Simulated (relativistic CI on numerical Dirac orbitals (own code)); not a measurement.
## Sensitivity of the levels of La41+ to α and to the nuclear radius

Calculated at this level of theory: Dirac-Coulomb-Breit CI, KLI orbitals optimised for each configuration, derivatives by finite differences, unscaled Slater integrals, QED left out (own radial code, finite nucleus).

CI space (outside the closed core [Ne]): 3s²3p⁴, 3s3p⁵, 3s²3p³3d, 3p⁶, 3s3p⁴3d, 3p⁵3d, 3p⁴3d², 3p³3d³. Double excitations out of closed p, d and f shells are left out; levels of such configurations are missing from the list, as are those of other unlisted configurations, and high levels can miss mixing partners.

With x = (α/α₀)² − 1 an excitation energy changes as ω = ω₀ + qx; K = 2q/ω₀ is the relative enhancement. Terms are leading LS components, so labels can repeat. The field-shift factor is F = δν/δ⟨r²⟩ for the transition from the lowest level.

Lowest level 3s²3p⁴ ³P2.

```csv
Level,ω₀ (cm⁻¹),q (cm⁻¹),F (GHz/fm²)
3s²3p⁴ ¹S0,125505,10810,-1.88
3s²3p⁴ ³P1,793648,915800,-41.4
3s²3p⁴ ¹D2,855770,912000,-41.4
3s²3p³3d ³F°2,1353718,54650,-1.13
3s²3p³3d ⁵D°1,1390580,89220,-33.4
3s²3p³3d ³F°3,1400213,64140,8.77
3s²3p³3d ³P°0,1402268,62970,7.82
3s²3p³3d ³P°2,1558302,385000,-207
3s²3p³3d ³F°4,1564106,240500,10.4
3s²3p⁴ ³P0,1700195,1.825e+06,-93.8
3s²3p³3d ³D°3,1717970,267700,8.11
3s²3p³3d ³D°1,1762584,334500,-76.6
3s3p⁵ ³P°2,1850718,911000,-846
3s3p⁵ ³P°1,1953860,957300,-749
3s²3p³3d ³F°2,2105357,945400,-28.2
3s²3p³3d ⁵D°0,2111336,958500,-53.8
3s²3p³3d ³D°1,2118019,956300,-119
3s²3p³3d ³F°3,2149150,954500,-26.7
3s²3p³3d ³G°4,2207698,947100,-26.6
3s²3p³3d ³F°2,2271605,961000,-45.3
3s²3p³3d ³D°3,2287114,1.133e+06,-25.2
3s²3p³3d ⁵D°4,2298066,1.123e+06,-24.6
3s²3p³3d ³D°1,2352544,1.217e+06,-165
```

At this charge energies of transitions that change n are usually good to better than 1 %, and those within a shell (Δn = 0) to a few per cent.

(1) Which transition from the lowest level has the largest |K|?

Answers

(1) 3s²3p⁴ ³P1 at 793648 cm⁻¹, K = 2.31.
